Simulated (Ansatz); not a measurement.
Start from `[CH3][Al]([F])[GeH3]` and change one element to get `C[B](F)[GeH3]`.

Ansatz, PBE0-D4/def2-TZVP geometries, multiplicity 1. 

Scalar relativity is left out up to krypton.

| property | `[CH3][Al]([F])[GeH3]` |
| --- | --- |
| HOMO energy (PBE0/def2-TZVPP) / eV | -7.57 |
| LUMO energy (PBE/def2-TZVPP) / eV | -2.09 |
| HOMO energy (ωB97M-V/def2-TZVPP) / eV | -9.59 |
| HOMO–LUMO gap (B3LYP/def2-TZVPP) / eV | 5.82 |
| HOMO energy (B3LYP/def2-TZVPP) / eV | -7.38 |
| HOMO–LUMO gap (ωB97M-V/def2-TZVPP) / eV | 9.89 |

(1) What does the change do to each property? (Estimate.)

## Answers

(1) Computed: 
```
                               property  `C[B](F)[GeH3]`  shift
     HOMO energy (PBE0/def2-TZVPP) / eV            -7.89  -0.32
      LUMO energy (PBE/def2-TZVPP) / eV            -2.08   0.01
  HOMO energy (ωB97M-V/def2-TZVPP) / eV           -10.04  -0.45
  HOMO–LUMO gap (B3LYP/def2-TZVPP) / eV             6.37   0.55
    HOMO energy (B3LYP/def2-TZVPP) / eV            -7.70  -0.32
HOMO–LUMO gap (ωB97M-V/def2-TZVPP) / eV            10.95   1.06
```

With PBE0 the HOMO falls by 0.32 eV and the LUMO rises by 0.24 eV, so the gap widens by about 0.56 eV. PBE moves the HOMO by -0.17 eV and ωB97M-V by -0.45 eV.

B3LYP here is the variant with VWN-RPA as its local correlation; programs differ in this.
